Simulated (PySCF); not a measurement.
Sb₂⁺: frontier orbitals

ωB97X at R = 2.602 Å; basis Sb cc-pVDZ-PP with ECP28; scalar-relativistic core potentials; PySCF 2.14. State: ²Πu (doublet), unpaired electrons π ↑. Only the outer orbitals are listed.

```tsv
spin	orbital	occ.	ε (eV)	main shells (%)
α	σg	1	-25.48	91 s
α	σu	1	-21.36	93 s
α	σg	1	-14.96	90 p, 9 s
α	πu	1	-14.59	97 p
α	πu	1	-14.05	97 p
α	πg	0	-7.28	99 p
α	πg	0	-6.84	99 p
α	σu	0	-3.63	97 p
β	σg	1	-24.80	92 s
β	σu	1	-21.04	93 s
β	σg	1	-14.81	90 p, 8 s
β	πu	1	-13.91	97 p
β	πu	0	-8.56	98 p
β	πg	0	-6.78	99 p
β	πg	0	-6.27	99 p
```

Problem. Which are the highest filled and the lowest empty level, where do they sit, and how wide is the gap?

Solution. Highest filled β πu at -13.91 eV (in %: 97 p); lowest empty β πu at -8.56 eV (in %: 98 p); the gap at ωB97X is 5.35 eV. Both belong to one degenerate shell, split only by its one-sided filling, so this is no excitation gap.

| Quantity | Value |
| --- | --- |
| bond order (Mayer) | 2.49 |
| ⟨S²⟩ | 0.751 |

Spin–orbit coupling is left out. The state was picked by a PBE0 search and need not be the measured ground state.
